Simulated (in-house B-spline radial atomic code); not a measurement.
## RPA and G0W0 on HSE06: Os³⁺

Configuration [Xe] 4f14 5d5, highest spin, mean-field start HSE06. Computed with a B-spline radial code for spherical atoms: all electrons, scalar-relativistic (spin-free one-electron X2C), finite nucleus, each spin shell either full or empty, empty states to l = 9 with an (l + 1/2)⁻⁴ tail; G0W0 by contour deformation at full frequency.

Without the two-electron picture change, the correlation of inner shells comes somewhat too large for so heavy an element.

Command:
```bash
python run_gw.py task.json out
```
Settings (radii: box in bohr, nucleus in fm):
```
Z                        76
electrons                73
configuration            [Xe] 4f14 5d5
hamiltonian              x2c
method                   hse06
lmax                     9
rms_radius               5.4126
spin_polarised           True
box_radius               14.14
intervals                68
```

Run time, properties included: 9.2 s on 1 thread of Arm Neoverse V1, with other jobs on the host.

Energies (hartree):

```json
{"term": "mean-field total", "value": "-17253.25265"}
{"term": "Hartree-Fock functional on these orbitals", "value": "-17248.41119"}
{"term": "direct second order", "value": "-7.4444"}
{"term": "second-order exchange", "value": "1.8635"}
{"term": "SOSEX correction", "value": "1.7507"}
```

Problem. What is the RPA correlation energy, and what remains with SOSEX?

Solution. RPA gives -6.4939 hartree (-2.42 eV per electron); RPA + SOSEX gives -4.7432, and the second-order doubles -5.5809 hartree (no singles). RPA lacks exchange-type terms and so overcorrelates at short range.

Quasi-particle levels (eV):

```json
{"level": "5d up", "occupied": "yes", "mean field": "-37.80", "Σx - vxc": "-5.24", "Σc": "?", "QP weight": "?", "G0W0": "?"}
{"level": "5p down", "occupied": "yes", "mean field": "-81.26", "Σx - vxc": "-6.80", "Σc": "0.56", "QP weight": "0.881", "G0W0": "-87.49"}
{"level": "5d down", "occupied": "no", "mean field": "-30.96", "Σx - vxc": "7.09", "Σc": "-3.38", "QP weight": "0.925", "G0W0": "-27.254"}
```

G0W0 = mean field + (Σx - vxc) + Σc, with Σc (partial-wave tail included) taken at the quasi-particle energy. Only the outer levels were computed. Levels of low weight are left out.

Problem. Where does G0W0 put 5d up?

Solution. At -43.16 eV, with Σc = -0.12 eV and a quasi-particle weight of 0.900. The tabulated removal energy is 41 ± 1.7 eV (NIST, tabulated theory); the calculation leaves out spin-orbit coupling, Breit and QED terms, and what these don't explain is the method's own error.
